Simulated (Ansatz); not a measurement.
Reaction (ligand exchange at the Sn–C bond): `[CH3][SnH2][GeH3]` + HCl → `[Cl][SnH2][GeH3]` + CH₄

Gas-phase electronic energies from Ansatz, PBE0-D4/def2-TZVP geometries. CCSD(T)/CBS is the MP2 limit (def2-TZVPP, def2-QZVPP) plus CCSD(T) − MP2 in def2-TZVPP, frozen cores. This one scheme is used for every species. Functionals use def2-TZVPP. B3LYP here is the variant with VWN-RPA as its local correlation; programs differ in this. Elements past krypton have def2 core potentials. For Ge, Sn outer-core shells are correlated without core-valence functions, which leaves a few kJ/mol of doubt a bond. Scalar relativity is left out up to krypton.

```json
{"level": "PBE-D4", "ΔE (kJ/mol)": "-115.9", "difference from CCSD(T)/CBS": "-2.0"}
{"level": "B3LYP-D4", "ΔE (kJ/mol)": "-123.1", "difference from CCSD(T)/CBS": "-9.2"}
{"level": "CAM-B3LYP-D4", "ΔE (kJ/mol)": "-121.1", "difference from CCSD(T)/CBS": "-7.2"}
{"level": "BLYP", "ΔE (kJ/mol)": "-123.5", "difference from CCSD(T)/CBS": "-9.6"}
{"level": "B3LYP", "ΔE (kJ/mol)": "-124.3", "difference from CCSD(T)/CBS": "-10.4"}
{"level": "r2SCAN0", "ΔE (kJ/mol)": "-122.5", "difference from CCSD(T)/CBS": "-8.6"}
{"level": "HF/def2-SVP", "ΔE (kJ/mol)": "-140.9", "difference from CCSD(T)/CBS": "-27.0"}
{"level": "SCS-MP2/def2-TZVPP", "ΔE (kJ/mol)": "-112.4", "difference from CCSD(T)/CBS": "1.5"}
{"level": "CCSD(T)/def2-TZVPP", "ΔE (kJ/mol)": "-107.4", "difference from CCSD(T)/CBS": "6.5"}
{"level": "MP2/CBS(def2)", "ΔE (kJ/mol)": "-115.7", "difference from CCSD(T)/CBS": "-1.8"}
{"level": "CCSD(T)/CBS", "ΔE (kJ/mol)": "-113.9", "difference from CCSD(T)/CBS": "0"}
```

Largest T1 diagnostic among the species: 0.012.

From BLYP to BHLYP (50 % exact exchange), in def2-TZVPP and without D4, ΔE moves by −4.5 kJ/mol. Leaving LDA and LC-ωPBE aside and taking each functional with its dispersion term where it has one, the values, not all of them listed here, spread over 12.8 kJ/mol, from B97M-V to revPBE-D4. LDA lies +8.8 kJ/mol from PBE without D4. In def2-TZVPP, CCSD(T) changes the Hartree–Fock value by +29.2 kJ/mol (the triples alone add +2.2 kJ/mol) and MP2 by +27.4 kJ/mol.

CCSD(T)/CBS has its own doubt, a few kJ/mol and more with outer-core shells, so smaller differences from it don't rank the levels.
